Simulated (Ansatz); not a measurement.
Relaxation of the cluster Rb2F3⁻ with RKS PBE0-D4/def2-SVPD.

```sh
$ ansatz run in.yaml --threads 2 --pin off --events-out ev --progress --plain --max-ram 4352MiB
```

```yaml
crystal:
  periodic: [false, false, false]
  atoms:
    - {symbol: Rb, position_ang: [0.533740, -0.593960, 1.851550]}
    - {symbol: Rb, position_ang: [-0.154410, 0.861550, -1.762670]}
    - {symbol: F, position_ang: [-0.165140, -2.115510, 3.354890]}
    - {symbol: F, position_ang: [1.215680, 0.923250, 0.175110]}
    - {symbol: F, position_ang: [-1.429860, 0.924670, -3.618880]}
basis:
  gaussian: {orbitals: def2-SVPD}
total_charge: -1
hamiltonian: {xc: pbe0, dispersion: d4}
scf: {lower_state_search: "off"}
output: {orbitals: {seedname: orbitals}}
relax: {f_tol: 0.02, max_steps: 100}
```

Hardware: 2 threads of Arm Neoverse V2 on a shared host. Wall time 35 s.

Positions (Å) and forces (eV/Å) at steps 1, 2, 3, 4, 7, 9, 10, 11, 12, 13, 15 of 15:

```xyz
5
step=1 energy=-9453.6372 eV
Rb    0.534   -0.594    1.852    0.289    0.427   -0.171
Rb   -0.154    0.862   -1.763    0.353   -0.014    0.397
F    -0.165   -2.116    3.355   -0.639   -1.403    1.388
F     1.216    0.923    0.175    1.135    0.920    0.062
F    -1.430    0.925   -3.619   -1.139    0.070   -1.675
5
step=2 energy=-9454.2492 eV
Rb    0.555   -0.596    1.901    0.059   -0.049    0.214
Rb   -0.153    0.875   -1.798   -0.031    0.051   -0.176
F    -0.221   -2.245    3.489   -0.134   -0.292    0.285
F     1.354    1.033    0.188    0.346    0.272    0.034
F    -1.535    0.934   -3.780   -0.241    0.018   -0.357
5
step=3 energy=-9454.3811 eV
Rb    0.645   -0.609    2.072    0.058   -0.008    0.110
Rb   -0.131    0.965   -1.940    0.019    0.058   -0.086
F    -0.244   -2.336    3.603   -0.022   -0.056    0.060
F     1.334    1.016    0.187    0.001   -0.004    0.009
F    -1.604    0.964   -3.922   -0.056    0.010   -0.093
5
step=4 energy=-9454.4233 eV
Rb    0.750   -0.609    2.237    0.028    0.024   -0.003
Rb   -0.090    1.070   -2.074    0.038    0.021    0.020
F    -0.250   -2.379    3.664    0.009   -0.011    0.033
F     1.231    0.932    0.181   -0.058   -0.050    0.003
F    -1.641    0.985   -4.008   -0.017    0.016   -0.052
5
step=7 energy=-9454.4722 eV
Rb    0.725   -0.722    2.341   -0.019   -0.033    0.024
Rb   -0.160    1.133   -2.229   -0.013   -0.002   -0.012
F     0.058   -2.363    4.108    0.029    0.035   -0.016
F     0.851    0.644    0.127   -0.022   -0.014   -0.008
F    -1.474    1.308   -4.348    0.025    0.013    0.011
5
step=9 energy=-9454.4917 eV
Rb    0.638   -0.830    2.361   -0.019   -0.050    0.057
Rb   -0.240    1.130   -2.299   -0.021    0.000   -0.029
F     0.323   -2.289    4.387    0.023    0.060   -0.067
F     0.579    0.439    0.084   -0.017   -0.009   -0.009
F    -1.300    1.550   -4.533    0.034    0.000    0.048
5
step=10 energy=-9454.4984 eV
Rb    0.593   -0.882    2.371   -0.014   -0.046    0.059
Rb   -0.285    1.114   -2.327   -0.022    0.002   -0.034
F     0.464   -2.229    4.494    0.014    0.058   -0.078
F     0.424    0.323    0.062   -0.012   -0.005   -0.010
F    -1.195    1.674   -4.600    0.034   -0.009    0.064
5
step=11 energy=-9454.5030 eV
Rb    0.526   -0.931    2.360    0.003   -0.050    0.089
Rb   -0.342    1.077   -2.333   -0.022    0.021   -0.070
F     0.596   -2.157    4.560    0.002    0.051   -0.085
F     0.305    0.229    0.041   -0.009   -0.006   -0.001
F    -1.085    1.781   -4.629    0.026   -0.017    0.067
5
step=12 energy=-9454.5062 eV
Rb    0.510   -0.958    2.369   -0.003   -0.024    0.040
Rb   -0.351    1.073   -2.352   -0.013    0.003   -0.022
F     0.677   -2.105    4.595    0.001    0.029   -0.051
F     0.183    0.144    0.028   -0.001    0.001   -0.006
F    -1.019    1.846   -4.640    0.016   -0.009    0.039
5
step=13 energy=-9454.5079 eV
Rb    0.455   -0.989    2.364    0.003    0.002   -0.003
Rb   -0.403    1.040   -2.352    0.003    0.000    0.001
F     0.756   -2.048    4.604    0.001   -0.001    0.004
F     0.132    0.093    0.016   -0.008   -0.004    0.000
F    -0.940    1.904   -4.631    0.000    0.002   -0.002
5
step=15 energy=-9454.5086 eV
Rb    0.438   -1.010    2.362    0.000   -0.001    0.003
Rb   -0.430    1.013   -2.363    0.000    0.000    0.001
F     0.842   -1.986    4.626   -0.001    0.002   -0.005
F     0.005    0.006    0.002    0.000    0.001   -0.004
F    -0.855    1.977   -4.627    0.001   -0.002    0.004
```

In the def2 sets Rb takes a core potential; there is no spin–orbit coupling. Another isomer (singlet) lies 0.02 eV lower at PBE0-D4/def2-TZVPD; other spin states weren't run for this one.
